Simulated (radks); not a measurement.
The numbers below are computed, except where a source is named.
Q: Lu15+, configuration [Kr] 4d10 4f10 (the NIST ground configuration). Level of theory: scalar-relativistic Kohn-Sham, SCAN, spin-polarised, spherical densities, finite nucleus; open shells are filled with parallel spins first (spin-orbit coupling, left out, can overturn this in heavy ions); meta-GGA in the generalised Kohn-Sham scheme; Fermi nuclear charge, rms radius 5.37 fm (a radial shooting solver on a logarithmic mesh with Libxc functionals). Some entries of the table are withheld. Estimate them.

orbital  occ.  eigenvalue (eV)  <r^2> (bohr^2)  <r> (bohr)
1s down     1        -63645.67       0.0005122     0.01932
1s up       1        -63645.65       0.0005122     0.01932
2s up       1        -11133.65        0.007912     0.08179
2s down     1        -11133.51        0.007912     0.08179
2p up       3        -9831.329        0.006493     0.07291
2p down     3        -9831.230        0.006493     0.07290
3s up       1        -2790.190         0.05155      0.2124
3s down     1        -2787.254         0.05147      0.2122
3p up       3        -2396.714         0.05218      0.2122
3p down     3        -2393.638         0.05208      0.2120
3d up       5        -1923.674         0.04348      0.1926
3d down     5        -1921.158         0.04337      0.1923
4s up       1        -819.3210          0.2525      0.4734
4s down     1        -813.2972          0.2529      0.4738
4p up       3        -687.9714             (1)      0.4997
4p down     3        -682.0487             (2)      0.5003
4d up       5        -515.6546             (3)      0.5289
4d down     5        -509.6737             (4)      0.5300
4f up       7        -323.0956          0.3855      0.5703
4f down     3        -316.8583          0.3917      0.5744

A: 
(1) 4p up <r^2> (bohr^2): 0.2832
(2) 4p down <r^2> (bohr^2): 0.2839
(3) 4d up <r^2> (bohr^2): 0.3220
(4) 4d down <r^2> (bohr^2): 0.3234
